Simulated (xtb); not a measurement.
HClSi, triplet, at a GFN2-xTB geometry (the spin is typed, not shown lowest); GFN2-xTB run with xtb 6.7.1.

The xtb input:
```
$ xtb mol.xyz --gfn 2 --uhf 2 --grad --json

# file mol.xyz
3

Si     0.86396504    -0.22610767     0.58191413
H      2.08188360    -0.47765862    -0.16155694
Cl    -0.83396437     0.21430388    -0.46972005
```

**Question.** Predict the main parts of the log of this xtb run.

**Answer.** 
```
   ID    Z sym.   atoms
    1   14 Si     1
    2    1 H      2
    3   17 Cl     3

           -------------------------------------------------
          |                Calculation Setup                |
           -------------------------------------------------

           -------------------------------------------------
          |                 G F N 2 - x T B                 |
           -------------------------------------------------

          ...................................................
          :                      SETUP                      :
          :.................................................:
          :  # basis functions                  21          :
          :  # atomic orbitals                  19          :
          :  # shells                            7          :
          :  # electrons                        12          :
          :  max. iterations                   250          :
          :  Hamiltonian                  GFN2-xTB          :
          :  restarted?                      false          :
          :  GBSA solvation                  false          :
          :  PC potential                    false          :
          :  electronic temp.          300.0000000     K    :
          :  accuracy                    1.0000000          :
          :  -> integral cutoff          0.2500000E+02      :
          :  -> integral neglect         0.1000000E-07      :
          :  -> SCF convergence          0.1000000E-05 Eh   :
          :  -> wf. convergence          0.1000000E-03 e    :
          :  Broyden damping             0.4000000          :
          :  net charge                          0          :
          :  unpaired electrons                  2          :
          ...................................................

 iter      E             dE          RMSdq      gap      omega  full diag
   1     -6.7145175 -0.671452E+01  0.506E+00    2.19       0.0  T
   2     -6.7148634 -0.345897E-03  0.325E+00    2.22       1.0  T
   3     -6.7151328 -0.269417E-03  0.533E-01    2.38       1.0  T
   4     -6.7152083 -0.754439E-04  0.481E-01    2.36       1.0  T
   5     -6.7152629 -0.546117E-04  0.274E-01    2.37       1.0  T
   6     -6.7153123 -0.494063E-04  0.172E-01    2.38       1.0  T
   7     -6.7153616 -0.492764E-04  0.825E-02    2.38       1.0  T
   8     -6.7153655 -0.390752E-05  0.359E-02    2.38       1.6  T
   9     -6.7153657 -0.169721E-06  0.106E-02    2.38       5.4  T
[...]
         :: total energy              -6.699459106096 Eh    ::
[...]
        14                          0.0278545               0.7580
        15                          0.0289162               0.7868
        16                          0.0395116               1.0752
        17                          0.0410389               1.1167
        18                          0.5266370              14.3305
        19                          0.7077634              19.2592
      -------------------------------------------------------------
                  HL-Gap            0.0875259 Eh            2.3817 eV
             Fermi-level           -0.2964179 Eh           -8.0659 eV

     #   Z          covCN         q      C6AA      α(0)
     1  14 Si       1.725     0.260   191.285    29.397
     2   1 H        0.922     0.002     3.032     2.723
     3  17 Cl       0.803    -0.262   107.358    15.850

 Mol. C6AA /au·bohr⁶  :        656.601591
 Mol. C8AA /au·bohr⁸  :      35261.261316
 Mol. α(0) /au        :         47.971203

Wiberg/Mayer (AO) data.
largest (>0.10) Wiberg bond orders for each atom

 ---------------------------------------------------------------------------
     #   Z sym  total        # sym  WBO       # sym  WBO       # sym  WBO
 ---------------------------------------------------------------------------
     1  14 Si   1.960 --     3 Cl   1.082     2 H    0.878
     2   1 H    0.978 --     1 Si   0.878
     3  17 Cl   1.182 --     1 Si   1.082
 ---------------------------------------------------------------------------

Topologies differ in total number of bonds
Writing topology from bond orders to xtbtopo.mol

molecular dipole:
                 x           y           z       tot (Debye)
 q only:        0.843      -0.219       0.518
   full:        0.451      -0.103      -0.054       1.182
molecular quadrupole (traceless):
                xx          xy          yy          xz          yz          zz
 q only:        0.010      -0.030      -0.082       0.149      -0.042       0.072
  q+dip:        0.989      -0.234      -0.232      -1.387       0.344      -0.758
   full:        1.016      -0.384      -0.713      -0.873       0.182      -0.303

           -------------------------------------------------
          | TOTAL ENERGY               -6.699459106096 Eh   |
          | GRADIENT NORM               0.000089109512 Eh/α |
          | HOMO-LUMO GAP               2.381700843236 eV   |
           -------------------------------------------------

normal termination of xtb
```
